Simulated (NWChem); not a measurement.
## Atomisation of AlP

```
Al
P 1 2.2214
```
Charge 0, spin multiplicity 3.

All runs are NWChem calculations. The geometry was optimised at UB3LYP/def2-SVP, a minimum by its harmonic frequencies.

Basis set: def2-TZVP. The atomisation energy is electronic alone: no zero-point, thermal, spin-orbit or counterpoise terms. No value is extrapolated to the basis-set limit. Free atoms are single determinants with multiplicities Al 2, P 4.

B3LYP has NWChem's definition, with VWN1-RPA local correlation. This spin state was chosen for the runs; another may lie lower. The structure started from a generated list of species. The unpaired electrons of the parent sit in orbitals of symmetry a1 and b2 (C2v labels of the run); other states weren't searched. No SCF solution was tested for a lower state.

For the atomisation energy, LDA (SVWN5) gives 70.0 kcal/mol and PBE0 gives 53.5 kcal/mol. What do BHandHLYP, B3LYP, PBE give?

BHandHLYP: 47.1 kcal/mol; B3LYP: 53.0 kcal/mol; PBE: 58.5 kcal/mol.
